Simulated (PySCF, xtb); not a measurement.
C3H7BO2, SMILES COB(C)C=O.

GFN2-xTB in xtb 6.7.1 at its own geometry gives an orbital gap of 3.03 eV and a dipole moment of 4.65 D.

Geometry: PBE0-D3(BJ)/def2-SVP. This is a generated structure with no PubChem entry under its InChIKey; it may be hypothetical. Other conformers were not sampled.

What does r2SCAN/def2-TZVP (PySCF) give? (An estimate is asked for; the answer gives what the named calculation found.)

gap 2.75 eV (levels -5.54 and -2.79 eV), dipole 3.78 D.
